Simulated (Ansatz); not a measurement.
C2H3F2GeN (`[CH3][Ge]([F])([F])[C]#N`), 9 atoms. The species carries charge 0 and has multiplicity 1. Correlated methods include outer-core shells of Ge, which these sets cover unevenly. Scalar relativity is left out up to krypton. All runs use 4 threads of an Arm Neoverse V1 on a shared host. Correlated methods freeze the cores.

Problem. Give the basis size and wall time and peak host memory of each of these runs in Ansatz. RKS B3LYP-D4/def2-TZVPP energy and forces; direct RPA on PBE orbitals/def2-TZVPP energy; RKS ωB97M-V/def2-QZVPP energy; RHF-CCSD(T)/def2-SVP energy; RKS PBE-QIDH (frozen core)/def2-TZVPP energy; RKS PBE0-D4/def2-TZVP frequencies; RHF-MP2/def2-QZVPP energy; RKS r2SCAN0-D4/def2-TZVPP energy; RHF-CCSD(T)/def2-TZVPP energy; RKS ωB97M-V/def2-SVP energy; RKS B97M-V/def2-TZVPP energy; RKS PBE0-D4/def2-TZVP relaxation (5 steps). (Estimate.)

Solution. Computed: Other jobs shared the machine, so times are rough.

```
                                level                   job  functions  wall time  peak host memory (GiB)
              RKS B3LYP-D4/def2-TZVPP     energy and forces        245      5.5 s                    0.72
            RKS r2SCAN0-D4/def2-TZVPP                energy        245      5.5 s                    0.71
                 RKS ωB97M-V/def2-SVP                energy        117        6 s                     0.5
direct RPA on PBE orbitals/def2-TZVPP                energy        245      6.5 s                    0.58
RKS PBE-QIDH (frozen core)/def2-TZVPP                energy        245        7 s                    0.67
                RKS B97M-V/def2-TZVPP                energy        245        8 s                    0.41
                 RHF-CCSD(T)/def2-SVP                energy        117       13 s                    0.68
               RKS ωB97M-V/def2-QZVPP                energy        464       23 s                     2.1
                RKS PBE0-D4/def2-TZVP  relaxation (5 steps)        221       25 s                    0.65
                   RHF-MP2/def2-QZVPP                energy        464       28 s                     2.7
                RKS PBE0-D4/def2-TZVP           frequencies        221    3.1 min                    0.65
               RHF-CCSD(T)/def2-TZVPP                energy        245    5.5 min                     5.5
```

B3LYP here is the variant with VWN-RPA as its local correlation; programs differ in this.
